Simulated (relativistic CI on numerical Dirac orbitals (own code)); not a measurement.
## Spin-allowed bands of a d3 ion in an octahedral site, by hand

Problem. A d3 ion in an octahedral site has a 4A2 ground term and spin-allowed bands at ν1 = 27200 and ν2 = 36663 cm⁻¹ (from a computed ligand-field model). Find Δ and the Racah parameter B, and predict the third band.

Working.
1. The F term splits into A2 (−1.2Δ), T2 (−0.2Δ) and T1 (+0.6Δ), so ν1 = E(T2) − E(A2) = Δ = 27200 cm⁻¹.
2. T1(F) mixes with T1(P), which lies at 15B, through an element 0.4Δ. The two roots, counted from A2, are ν2,3 = ½(15B + 3Δ) ∓ ½√[(15B − Δ)² + 12BΔ].
3. Solving the lower root for B gives B = (2ν1² + ν2² − 3ν1ν2)/(15ν2 − 27ν1) = -167845231/-184455 = 910 cm⁻¹.
4. The sum of the roots is 15B + 3Δ, so ν3 = 15B + 3ν1 − ν2 = 58586 cm⁻¹ (171 nm).

Check. The bands were computed by exact diagonalisation of the d3 shell with B = 910 and Δ = 27200 cm⁻¹, which gives ν3 = 58587 cm⁻¹. C does not enter the terms of highest spin.
